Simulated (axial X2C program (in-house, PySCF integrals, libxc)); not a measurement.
## InTe⁺: from the spin-free to the two-component result

Computed with an in-house relativistic program for diatomic molecules. Spin-free means the one-electron spin-free X2C Hamiltonian; two-component (2c) means X2C with spin–orbit coupling and atomic mean-field two-electron Coulomb terms, the Gaunt term switched off, so the difference of the two also holds small scalar two-electron terms. Basis: Te dyall-v2z [9s9p7d], In dyall-v2z [9s10p7d] (cores contracted in-house); Gaussian nuclei, density fitting, unrestricted open shells. Masses: Te 129.906 u, In 114.904 u.

Spin-free state: M_S = 1, Λ = 0 (beyond evenly filled blocks: π+α, π-α); fragments Te + In+.

```
level  Re (Å)  ωe (cm⁻¹)  De (eV)  μ (D)
   HF   3.587       64.7    0.468   5.15
```

Dipoles are positive if In is the positive end and refer to the centre of mass.

Two-component determinant lowest at the distance of the search:

Ω = 1 (⟨Sz⟩ = 0.84, ⟨Lz⟩ = 0.16 at HF); fragments Te + In+.

```
level  Re (Å)  ωe (cm⁻¹)  De (eV)  μ (D)
   HF   3.597       59.7    0.346   5.48
```

(1) From the two tables, how do the constants change at the HF level (2c against spin-free)?

Occupations by symmetry block were frozen at the best pattern of an incomplete PBE0 search. De is counted from the lowest determinant-based energies of the atoms at the same level, without counterpoise correction. Other states lie close and PBE0, whose exact exchange favours high spin, may order them wrongly; the determinant shown need not be the ground state. The nearest other spin-free determinant of the search, M_S = 1, Λ = 1, lies 0.48 eV up at the distance of the search. With several unpaired electrons one determinant need not be a pure state. Open-shell Ω = 0 determinants with evenly filled partner blocks cannot be reached by this program, so the Ω shown need not be the lowest component. This is the Ω = 1 component of a π² triplet; the 0⁺ component is not one determinant and can lie lowest.

Results:

(1) At the HF level Re increases by 0.010 Å and ωe decreases by 5.0 cm⁻¹; De changes by -0.122 eV.
